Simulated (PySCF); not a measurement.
PySCF input for GeF4, SMILES [F][Ge]([F])([F])[F], TPSSh-D3(BJ)/def2-SVP. Coordinates come from a TPSSh-D3(BJ)/def2-SVP optimisation. The isomer is the one that the SMILES or the coordinates give; other isomers of the formula were not compared.

```python
import numpy as np
from pyscf import gto, scf, dft, df
from pyscf.hessian import thermo

mol = gto.M(
    atom='''
    F     0.98553258    0.98553257   -0.98553257
    Ge   -0.00000000    0.00000000   -0.00000000
    F    -0.98553257    0.98553257    0.98553257
    F    -0.98553257   -0.98553257   -0.98553257
    F     0.98553257   -0.98553258    0.98553257
    ''',
    basis='def2-SVP',
    charge=0,
    spin=0,
    max_memory=1600,
    verbose=3,
)
mf = dft.RKS(mol, xc='tpssh').density_fit(auxbasis='def2-universal-jkfit')
mf.disp = 'd3bj'
mf.grids.level = 4
mf.conv_tol = 1e-11
mf.max_cycle = 100
mf.kernel()

# [left out here: the lines that compute and print the analytic Hessian (its translational invariance restored by hand, since the grid's response is missing), thermochemistry and intensities]
```

It prints:

```
converged SCF energy = -2475.88641839215

WARN: MGGA Hessian is sensitive to dft grids. grids.level 4 may not be dense enough.


WARN: DFTD3 does not support analytical Hessian, using finite difference


WARN: Mole.unit (angstrom) is changed to Bohr

Mode                                 0                   1                   2
Irrep
Freq [cm^-1]                      191.2964            191.2964            259.1222
Reduced mass [au]                  18.9984             18.9984             23.2326
Force const [Dyne/A]                0.4096              0.4096              0.9191
Char temp [K]                     275.2329            275.2329            372.8191
Normal mode                   x     y     z       x     y     z       x     y     z
       0   F                 0.03  0.06  0.09   -0.09  0.07 -0.02    0.10 -0.02  0.04
       1  Ge                 0.00  0.00  0.00   -0.00  0.00 -0.00   -0.03  0.03 -0.04
       2   F                -0.03  0.06 -0.09    0.09  0.07  0.02    0.04 -0.03  0.10
       3   F                -0.03 -0.06  0.09    0.09 -0.07 -0.02    0.02 -0.10  0.03
       4   F                 0.03 -0.06 -0.09   -0.09 -0.07  0.02   -0.04  0.05 -0.02
Mode                                 3                   4                   5
Irrep
Freq [cm^-1]                      259.1222            259.1222            706.8079
Reduced mass [au]                  23.2326             23.2326             18.9984
Force const [Dyne/A]                0.9191              0.9191              5.5920
Char temp [K]                     372.8192            372.8192           1016.9391
Normal mode                   x     y     z       x     y     z       x     y     z
       0   F                 0.01 -0.02 -0.09   -0.01  0.10  0.02    0.07  0.07 -0.07
       1  Ge                 0.03  0.05  0.01    0.04 -0.02 -0.04   -0.00  0.00  0.00
       2   F                -0.09 -0.07  0.01    0.03 -0.06 -0.01   -0.07  0.07  0.07
       3   F                 0.02 -0.01  0.07   -0.09  0.01  0.06   -0.07 -0.07 -0.07
       4   F                -0.07 -0.08 -0.02   -0.06  0.02  0.09    0.07 -0.07  0.07
Mode                                 6                   7                   8
Irrep
Freq [cm^-1]                      792.4813            792.4814            792.4814
Reduced mass [au]                  23.6098             23.6098             23.6098
Force const [Dyne/A]                8.7361              8.7361              8.7361
Char temp [K]                    1140.2042           1140.2042           1140.2043
Normal mode                   x     y     z       x     y     z       x     y     z
       0   F                -0.04 -0.04  0.04    0.08  0.08 -0.08    0.04  0.04 -0.04
       1  Ge                -0.03  0.03 -0.04   -0.05 -0.04  0.00   -0.03  0.03  0.04
       2   F                 0.02 -0.02 -0.02    0.01 -0.01 -0.01    0.10 -0.10 -0.10
       3   F                 0.04  0.04  0.04    0.08  0.08  0.08   -0.04 -0.05 -0.05
       4   F                 0.10 -0.10  0.10    0.01 -0.00  0.00    0.01 -0.01  0.01
temperature 298.1500 [K]
pressure 101325.00 [Pa]
Rotational constants [GHz] 3.42348 3.42348 3.42348
Symmetry number 12
Zero-point energy (ZPE) 0.00967 [Eh]   25386.021 [J/mol]
                           tot       elec      trans        rot        vib
Entropy [J/mol/K]       304.672      0.000    171.122     90.153     43.397
Cv [J/mol/K]             74.112      0.000     12.472     12.472     49.169
Cp [J/mol/K]             82.427      0.000     20.786     12.472     49.169
Internal energy [J/mol]                      3718.434   3718.434  33058.086
Internal energy [Eh]   -2475.87099  -2475.88642
Enthalpy [J/mol]                             6197.391   3718.434  33058.086
Enthalpy [Eh]          -2475.87005
Gibbs free energy [J/mol]                  -44822.617 -23160.722  20119.271
Gibbs free energy [Eh] -2475.90465
mode   freq/cm-1   IR/(km/mol)
   1      191.30         0.000
   2      191.30         0.000
   3      259.12        43.109
   4      259.12        43.109
   5      259.12        43.109
   6      706.81         0.000
   7      792.48        87.848
   8      792.48        87.848
   9      792.48        87.848
max |gradient| / (hartree/bohr): 6.31258589444176e-05
APT charges: [-0.5515  2.2059 -0.5515 -0.5515 -0.5515]
```

Self-consistency was reached.
